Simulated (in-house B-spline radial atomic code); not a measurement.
RPA and G0W0 on SCAN: the lutetium ion Lu³⁺

Configuration [Xe] 4f14, mean-field start SCAN. Computed with a B-spline radial code for spherical atoms: all electrons, scalar-relativistic (spin-free one-electron X2C), finite nucleus, each spin shell either full or empty, empty states to l = 9 with an (l + 1/2)⁻⁴ tail; G0W0 by contour deformation at full frequency.

Without the two-electron picture change, the correlation of inner shells comes somewhat too large for so heavy an element.

Command:
```bash
python run_gw.py task.json out
```
Settings (radii: box in bohr, nucleus in fm):
```
Z                        71
electrons                68
configuration            [Xe] 4f14
hamiltonian              x2c
method                   scan,scan
lmax                     9
rms_radius               5.37
spin_polarised           False
box_radius               14.14
intervals                68
```

Run time, properties included: 4.6 s on 1 thread of Intel(R) Xeon(R) Platinum 8488C, on a shared host.

Energies (hartree):

```tsv
term	value
mean-field total	-14562.89691
Hartree-Fock functional on these orbitals	-14556.98470
direct second order	-7.6885
second-order exchange	1.8717
SOSEX correction	1.6997
```

What is the RPA correlation energy, and what remains with SOSEX?

RPA gives -6.3352 hartree (-2.54 eV per electron); RPA + SOSEX gives -4.6355, and the second-order doubles -5.8167 hartree (no singles). SOSEX takes back 27 % of the RPA value.

Quasi-particle levels (eV):

| level | occupied | mean field | Σx - vxc | Σc | QP weight | G0W0 |
| --- | --- | --- | --- | --- | --- | --- |
| 4f | yes | -36.35 | -14.30 | ? | ? | ? |
| 5p | yes | -58.50 | -7.17 | -0.32 | 0.892 | -65.99 |
| 5d | no | -24.610 | 6.08 | -1.56 | 0.966 | -20.089 |

G0W0 = mean field + (Σx - vxc) + Σc, with Σc (partial-wave tail included) taken at the quasi-particle energy. Only the outer levels were computed. Levels of low weight are left out.

Where does G0W0 put 4f?

At -45.72 eV, with Σc = 4.93 eV and a quasi-particle weight of 0.881. The tabulated removal energy is 45.249 ± 0.025 eV (NIST, semi-empirical); the calculation leaves out spin-orbit coupling, Breit and QED terms, and what these don't explain is the method's own error.
